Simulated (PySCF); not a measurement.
C4H6Ge, SMILES C(#C)[C](=C)[GeH3].

Coordinates come from a PBE-D3(BJ)/def2-SVP optimisation. The structure was generated by enumeration, and PubChem lists no compound with its InChIKey, so it may never have been made.

The numbers are results of PBE-D3(BJ)/def2-SVP run with PySCF, not measurements.

Frequencies are harmonic and unscaled.

```json
[
 {"mode": "1", "ν (cm⁻¹)": "100", "IR (km/mol)": "0.0", "moving atoms (share of kinetic energy)": "H 95 %"},
 {"mode": "2", "ν (cm⁻¹)": "121", "IR (km/mol)": "0.2", "moving atoms (share of kinetic energy)": "C 67 %, H 16 %, Ge 16 %"},
 {"mode": "3", "ν (cm⁻¹)": "232", "IR (km/mol)": "4.3", "moving atoms (share of kinetic energy)": "C 75 %, H 25 %"},
 {"mode": "4", "ν (cm⁻¹)": "261", "IR (km/mol)": "0.5", "moving atoms (share of kinetic energy)": "C 60 %, H 32 %, Ge 9 %"},
 {"mode": "5", "ν (cm⁻¹)": "401", "IR (km/mol)": "18.7", "moving atoms (share of kinetic energy)": "C 73 %, Ge 21 %"},
 {"mode": "6", "ν (cm⁻¹)": "412", "IR (km/mol)": "4.2", "moving atoms (share of kinetic energy)": "H 57 %, C 43 %"},
 {"mode": "7", "ν (cm⁻¹)": "544", "IR (km/mol)": "13.7", "moving atoms (share of kinetic energy)": "H 75 %, C 20 %"},
 {"mode": "8", "ν (cm⁻¹)": "609", "IR (km/mol)": "13.4", "moving atoms (share of kinetic energy)": "C 69 %, H 28 %"},
 {"mode": "9", "ν (cm⁻¹)": "618", "IR (km/mol)": "56.5", "moving atoms (share of kinetic energy)": "H 57 %, C 39 %"},
 {"mode": "10", "ν (cm⁻¹)": "627", "IR (km/mol)": "28.7", "moving atoms (share of kinetic energy)": "H 78 %, C 22 %"},
 {"mode": "11", "ν (cm⁻¹)": "632", "IR (km/mol)": "13.1", "moving atoms (share of kinetic energy)": "H 78 %, C 21 %"},
 {"mode": "12", "ν (cm⁻¹)": "724", "IR (km/mol)": "1.3", "moving atoms (share of kinetic energy)": "H 79 %, C 20 %"},
 {"mode": "13", "ν (cm⁻¹)": "795", "IR (km/mol)": "176.9", "moving atoms (share of kinetic energy)": "H 97 %"},
 {"mode": "14", "ν (cm⁻¹)": "844", "IR (km/mol)": "24.4", "moving atoms (share of kinetic energy)": "H 99 %"},
 {"mode": "15", "ν (cm⁻¹)": "857", "IR (km/mol)": "23.2", "moving atoms (share of kinetic energy)": "H 99 %"},
 {"mode": "16", "ν (cm⁻¹)": "906", "IR (km/mol)": "30.4", "moving atoms (share of kinetic energy)": "H 72 %, C 28 %"},
 {"mode": "17", "ν (cm⁻¹)": "913", "IR (km/mol)": "1.2", "moving atoms (share of kinetic energy)": "C 53 %, H 46 %"},
 {"mode": "18", "ν (cm⁻¹)": "1148", "IR (km/mol)": "1.1", "moving atoms (share of kinetic energy)": "C 70 %, H 29 %"},
 {"mode": "19", "ν (cm⁻¹)": "1369", "IR (km/mol)": "6.1", "moving atoms (share of kinetic energy)": "H 84 %, C 16 %"},
 {"mode": "20", "ν (cm⁻¹)": "1600", "IR (km/mol)": "1.5", "moving atoms (share of kinetic energy)": "C 89 %, H 11 %"},
 {"mode": "21", "ν (cm⁻¹)": "2079", "IR (km/mol)": "81.1", "moving atoms (share of kinetic energy)": "H 100 %"},
 {"mode": "22", "ν (cm⁻¹)": "2095", "IR (km/mol)": "104.3", "moving atoms (share of kinetic energy)": "H 98 %"},
 {"mode": "23", "ν (cm⁻¹)": "2097", "IR (km/mol)": "96.0", "moving atoms (share of kinetic energy)": "H 98 %"},
 {"mode": "24", "ν (cm⁻¹)": "2131", "IR (km/mol)": "2.6", "moving atoms (share of kinetic energy)": "C 91 %, H 9 %"},
 {"mode": "25", "ν (cm⁻¹)": "3066", "IR (km/mol)": "4.9", "moving atoms (share of kinetic energy)": "H 95 %"},
 {"mode": "26", "ν (cm⁻¹)": "3169", "IR (km/mol)": "1.9", "moving atoms (share of kinetic energy)": "H 89 %, C 11 %"},
 {"mode": "27", "ν (cm⁻¹)": "3407", "IR (km/mol)": "84.8", "moving atoms (share of kinetic energy)": "H 86 %, C 14 %"}
]
```
